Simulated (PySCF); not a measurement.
**MnF6: polar angle and twist scan**

MnF6: Mn(VI) (d1), charge 0. The structure is a model geometry with rigid ligands and bond lengths from ionic radii, not a minimum; coordination octahedral, point group Oh, metal–donor distances 1.68 Å.

The d shell alone is too small an active space for MnF6 (an active orbital has only 0.53 squared overlap with the free ion's shell): its levels, fitted parameters, g values and moments show what this model gives and aren't sound predictions.

```
7

Mn    0.000    0.000    0.000
F     1.184   -0.684    0.967
F     0.000    1.368    0.967
F    -1.184   -0.684    0.967
F     1.184    0.684   -0.967
F    -1.184    0.684   -0.967
F     0.000   -1.368   -0.967
```

Method (PySCF 2.14, density fitting): CASSCF(1,5) with orbitals averaged over all microstates of the shell, strongly contracted NEVPT2 on the averaged canonical orbitals; basis x2c-TZVPall on the metal, x2c-SVPall elsewhere; spin-free X2C; gas phase; spin-orbit coupling by state interaction with the mean-field operator over all roots.

The two triangles of donors are moved: first the angle of each bond to the threefold axis z, then the twist between the triangles (60° antiprism, 0° prism).

| polar angle and twist | group | ground | next state (NEVPT2) / cm⁻¹ | orbital energies above the lowest (NEVPT2 fit) / cm⁻¹ | μeff(300 K) / μB |
| --- | --- | --- | --- | --- | --- |
| 54.7°, 60.0° | Oh | 2T2g | 2Eg 36091 | 0 0 0 36091 36091 | 1.41 |
| 50.0°, 60.0° | D3d | 2Eg | 2A1g 651 | 0 0 651 36753 36753 | 1.41 |
| 59.0°, 60.0° | D3d | 2A1g | 2Eg 242 | 0 242 242 36595 36595 | 1.41 |
| 54.7°, 45.0° | D3 | 2A1 | 2E 4029 | 0 4029 4029 36566 36566 | 1.69 |

At 54.7°, 60.0°, 50.0°, 60.0° the ground state is orbitally degenerate, so the regular structure would distort there (Jahn–Teller).

At 59.0°, 60.0° the next state lies within 300 cm⁻¹, which doesn't decide their order.

The geometry is a model, and the complex may not exist in this form. Charge-transfer states lie outside this active space and may come lower than some of these levels. NEVPT2 on the d shell alone tends to put d–d bands too high for such charged or covalently bound ions.
